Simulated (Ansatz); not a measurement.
Species: sum formula InO3H3 (charge +1, doublet). 
Geometry from a B3LYP-D3(BJ)/def2-TZVP (Ansatz, a quantum-chemistry and plane-wave program) optimisation:
```
In
O 1 1.9182
H 2 0.9701 1 114.72
O 1 2.0363 2 154.22 3 10.37
H 4 0.9744 1 117.33 2 -114.75
O 1 2.0583 2 136.05 3 -174.44
H 6 0.9750 1 118.60 2 -109.74
```
Charge +1, spin multiplicity 2.

Basis-set convergence of Hartree-Fock and MP2 correlation energies (hartree) with Ansatz. Correlated levels leave the core frozen unless marked. UHF or UKS for open shells. No spin-orbit coupling. Frozen are the shells of the preceding noble gas and the d and f shells that filled before the atom's block. Past Kr the def2 sets carry scalar-relativistic core potentials.

The T1 diagnostic of CCSD in the largest basis is 0.049, which is high, so the coupled-cluster rows are less sure than usual.

```json
[
 {"basis": "def2-SVP", "functions": "83", "E(HF)": "-415.04023", "E(corr, MP2)": "-0.59634"},
 {"basis": "def2-TZVPP", "functions": "185", "E(HF)": "[?]", "E(corr, MP2)": "[?]"}
]
```

### Question
Fill in the missing entries.

### Answer

- def2-TZVPP, E(HF): -415.34779
- def2-TZVPP, E(corr, MP2): -0.76054
